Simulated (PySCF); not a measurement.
# Strontium: highly charged ions in a basis for the neutral atom

Sr¹⁵⁺ [Ar] 3d5, Sr¹⁶⁺ [Ar] 3d4. Calculation: PySCF 2.14, in cc-pVDZ-X2C; the spin-free X2C one-electron Hamiltonian (Gaussian nucleus). No spin-orbit coupling, so a gap to NIST mixes the basis error with missing relativistic terms.

Changed run: basis of the neutral atom used for a highly charged ion. This setting is unsound on purpose.

```tsv
species	method	sound run (hartree)	changed run (hartree)	converged
Sr¹⁵⁺	UHF	not run	-3069.12712	yes
Sr¹⁵⁺	LDA	not run	-3065.94761	yes
Sr¹⁵⁺	B3LYP	not run	-3070.23231	yes
Sr¹⁶⁺	UHF	not run	-3047.86465	yes
Sr¹⁶⁺	LDA	not run	-3044.67125	yes
Sr¹⁶⁺	B3LYP	not run	-3048.95979	yes
```

Ionisation energy of Sr¹⁵⁺:

```tsv
method	changed run (eV)	NIST (eV)
UHF	578.58	562 ± 3
LDA	578.96	562 ± 3
B3LYP	578.85	562 ± 3
```

The contracted functions were made for the neutral atom and can be too rigid for a highly charged ion.
